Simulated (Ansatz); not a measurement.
Abridged output of a molecular run in Ansatz:

```
Functional definition: HF
1877 factors; integrals over basis functions are off by at most 1.1e-3 eV
mean field evaluation 1: about -140655.0207 eV, gradient 3.2e1 eV
mean field evaluation 2: about -140655.3687 eV, gradient 3.2e1 eV
mean field evaluation 4: about -140658.5102 eV, gradient 3.6e0 eV
mean field evaluation 8: about -140658.5692 eV, gradient 2.3e-1 eV
mean field -140658.56955048 eV, -5169.1070891775 hartree, gradient 2.8e-6 eV, S^2 0.000000; 0 other end points of the search recorded, 0 dependent functions left out
25 core orbitals not correlated: weight in the atoms' cores, before any rotation towards them, 1.000 or more for the frozen orbitals, at most 0.000 for the correlated occupied ones
reference -140658.56955048 eV, -5169.1070891775 hartree; 26, 26 occupied and 261, 261 virtual orbitals, 1877 factors
second order -27.98366610 eV of doubles, -0.00000000 eV of singles
cycle   1  -28.44058726 eV  change   -4.6e-1 eV  update   1.1e-1
cycle   2  -29.20717313 eV  change   -7.7e-1 eV  update   3.2e-2
cycle   3  -29.30504640 eV  change   -9.8e-2 eV  update   1.5e-2
cycle   4  -29.29109775 eV  change    1.4e-2 eV  update   3.8e-3
cycle   5  -29.29171633 eV  change   -6.2e-4 eV  update   1.9e-3
cycle   6  -29.29179129 eV  change   -7.5e-5 eV  update   6.4e-4
cycle   7  -29.29141012 eV  change    3.8e-4 eV  update   2.6e-4
cycle   8  -29.29152354 eV  change   -1.1e-4 eV  update   1.1e-4
cycle   9  -29.29154717 eV  change   -2.4e-5 eV  update   4.9e-5
perturbative correction -1.17143530 eV, -0.0430494531 hartree
Total energy: -140689.03253295 eV, -5170.2265831346 hartree
```

Its atoms:

Cartesian coordinates in Å:
```
C -2.0136 1.2382 -0.2514
Si -1.1702 -0.3155 -0.8360
Se -0.5015 -1.6413 0.9052
Se 1.0478 -0.1020 1.7316
C 2.5979 -0.6152 0.6722
H -2.2898 1.8646 -1.1041
H -2.9168 0.9973 0.3123
H -1.3415 1.8082 0.3931
H 0.0224 0.0085 -1.6637
H -2.0945 -1.1679 -1.6344
H 2.8695 -1.6458 0.8879
H 2.3847 -0.4833 -0.3864
H 3.4055 0.0542 0.9737
```

**Question.** Which basis set was used?
A. cc-pV(Q+d)Z
B. def2-SVPD
C. cc-pV(D+d)Z
D. def2-TZVPP

**Answer.** D. It gives 312 functions.

**Question.** Write the keys of the input that set method, charge and spin (a neutral closed shell needs none for the last two).

**Answer.** 
```yaml
correlation: {method: ccsd_t}
```
